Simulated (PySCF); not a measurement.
## Radial density of Ge (germanium, neutral)

PBEsol, [Ar] 3d10 4s2 4p2, high-spin 3P determinant. Calculation: PySCF 2.14, in aug-cc-pwCVTZ-PP with ECP10MDF; a scalar-relativistic core potential. This is the valence pseudo-density: the core potential removes the inner electrons and smooths the orbitals near the nucleus.

```json
{"r (bohr)": "0.000946", "4πr²ρ (e/bohr)": "1.035e-05", "4πr²(ρα − ρβ)": "0.0000"}
{"r (bohr)": "0.00159", "4πr²ρ (e/bohr)": "2.911e-05", "4πr²(ρα − ρβ)": "0.0000"}
{"r (bohr)": "0.00268", "4πr²ρ (e/bohr)": "8.094e-05", "4πr²(ρα − ρβ)": "0.0000"}
{"r (bohr)": "0.00450", "4πr²ρ (e/bohr)": "0.0002186", "4πr²(ρα − ρβ)": "0.0000"}
{"r (bohr)": "0.00757", "4πr²ρ (e/bohr)": "0.0005523", "4πr²(ρα − ρβ)": "0.0000"}
{"r (bohr)": "0.0127", "4πr²ρ (e/bohr)": "0.001257", "4πr²(ρα − ρβ)": "0.0000"}
{"r (bohr)": "0.0214", "4πr²ρ (e/bohr)": "0.002663", "4πr²(ρα − ρβ)": "0.0000"}
{"r (bohr)": "0.0360", "4πr²ρ (e/bohr)": "0.006281", "4πr²(ρα − ρβ)": "0.0000"}
{"r (bohr)": "0.0606", "4πr²ρ (e/bohr)": "0.03552", "4πr²(ρα − ρβ)": "0.0000"}
{"r (bohr)": "0.102", "4πr²ρ (e/bohr)": "0.3391", "4πr²(ρα − ρβ)": "-0.0004"}
{"r (bohr)": "0.171", "4πr²ρ (e/bohr)": "2.529", "4πr²(ρα − ρβ)": "-0.0013"}
{"r (bohr)": "0.288", "4πr²ρ (e/bohr)": "12.17", "4πr²(ρα − ρβ)": "0.0246"}
{"r (bohr)": "0.485", "4πr²ρ (e/bohr)": "28.22", "4πr²(ρα − ρβ)": "0.0826"}
{"r (bohr)": "0.816", "4πr²ρ (e/bohr)": "16.39", "4πr²(ρα − ρβ)": "-0.0144"}
{"r (bohr)": "1.37", "4πr²ρ (e/bohr)": "3.832", "4πr²(ρα − ρβ)": "0.3736"}
{"r (bohr)": "2.31", "4πr²ρ (e/bohr)": "1.775", "4πr²(ρα − ρβ)": "0.7974"}
{"r (bohr)": "3.88", "4πr²ρ (e/bohr)": "0.4446", "4πr²(ρα − ρβ)": "0.3340"}
{"r (bohr)": "6.53", "4πr²ρ (e/bohr)": "0.02742", "4πr²(ρα − ρβ)": "0.0260"}
{"r (bohr)": "11.0", "4πr²ρ (e/bohr)": "0.0001509", "4πr²(ρα − ρβ)": "0.0002"}
```

Energies and moments cover only the electrons outside the core potential.

(1) Where is the radial spin density 4πr²(ρα − ρβ) most negative, and why is it negative at all?

## Answers

(1) Around r = 0.816 bohr, down to -0.0144 e/bohr: exchange with the open shell polarises the paired shells in an unrestricted calculation.
